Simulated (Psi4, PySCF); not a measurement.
Internal rotation in SMILES C#C/C=C\[Si](F)(F)F. Scanned: dihedral C3–C4–Si5–F6; all other coordinates were relaxed at GFN2-xTB. Heavy atoms are numbered in the order of the SMILES C#C/C=C\[Si](F)(F)F, hydrogens after them in the order of the atoms that carry them; the mirror image has the same energies with the sign of each dihedral reversed.

PBE0/def2-SVP // GFN2-xTB (Psi4); RHF/STO-3G = PySCF 2.14.0 with restricted Hartree-Fock/STO-3G // GFN2-xTB; MP2/cc-pVTZ = DF-MP2 (frozen core)/cc-pVTZ // GFN2-xTB run with Psi4.

Energies in kJ/mol, each method relative to its own lowest point.

```
φ / °  PBE0/def2-SVP  RHF/STO-3G  MP2/cc-pVTZ
-----  -------------  ----------  -----------
0               0.76        2.15         3.55
10              0.59        1.98         3.33
20               ___        1.60          ___
30              0.33        1.09          ___
40              0.01        0.55         1.02
50              0.02        0.15         0.29
60               ___        0.00         0.00
70              0.00        0.15         0.23
80              0.07        0.52         0.89
90               ___        1.02         1.73
100             0.33        1.59         2.63
110             0.64        1.96         3.27
```

Task: What belongs in the gaps?

Result: 
- 20, PBE0/def2-SVP: 0.40
- 20, MP2/cc-pVTZ: 2.77
- 30, MP2/cc-pVTZ: 1.94
- 60, PBE0/def2-SVP: 0.08
- 90, PBE0/def2-SVP: 0.25
